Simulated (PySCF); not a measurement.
Structure with atom numbers: `[NH2:1][CH2:2][c:3]1[cH:4][cH:5][c:6]([F:7])[n:8][cH:9]1`. Hydrogens are named by the atom that carries them.

Theoretical values (PySCF 2.14.0 with density-fitted response routines): PBE0/pcSseg-1 with gauge-including orbitals, GFN2-xTB geometry. No solvent model, relativity neglected, one averaged value for each set of equivalent atoms, a single conformation.

List the cross peaks expected in HSQC, COSY and HMBC spectra.

## Answers



HSQC (one-bond C–H):
| δH | δC |
| --- | --- |
| 8.43 (H(C9)) | 153.1 (C9) |
| 7.85 (H(C4)) | 145.5 (C4) |
| 7.04 (H(C5)) | 114.8 (C5) |
| 3.86 (H(C2)) | 50.3 (C2) |

COSY cross peaks (H two or three bonds apart, from the bond graph; peaks can be absent where the dihedral angle is near 90°):
| δH | δH |
| --- | --- |
| 7.85 (H(C4)) | 7.04 (H(C5)) |

HMBC (two and three bonds, from the bond graph):
| δH | δC |
| --- | --- |
| 8.43 (H(C9)) | 173.0 (C6), 145.5 (C4), 144.9 (C3), 50.3 (C2) |
| 7.85 (H(C4)) | 173.0 (C6), 153.1 (C9), 144.9 (C3), 114.8 (C5), 50.3 (C2) |
| 7.04 (H(C5)) | 173.0 (C6), 145.5 (C4), 144.9 (C3) |
| 3.86 (H(C2)) | 153.1 (C9), 145.5 (C4), 144.9 (C3) |

Referencing at the same level of theory: 1H, 13C vs TMS.

Short H···H contacts in this conformer between protons four or more bonds apart (candidates for NOE cross peaks, intensity ∝ r⁻⁶): H(C2)···H(C9) 2.48 Å, H(C2)···H(C4) 2.54 Å.

OH/NH shifts are gas-phase values; hydrogen bonding in solution moves them, usually downfield. Shifts are as computed. Against solution values, carbons near 30 ppm lie about +3 ppm off and those near 130 ppm about +5 ppm. Of 1211 compounds with measured shifts, 218 miss one by over three times the rms of a fit or turn the order of signals round; such compounds aren't used in these exercises.
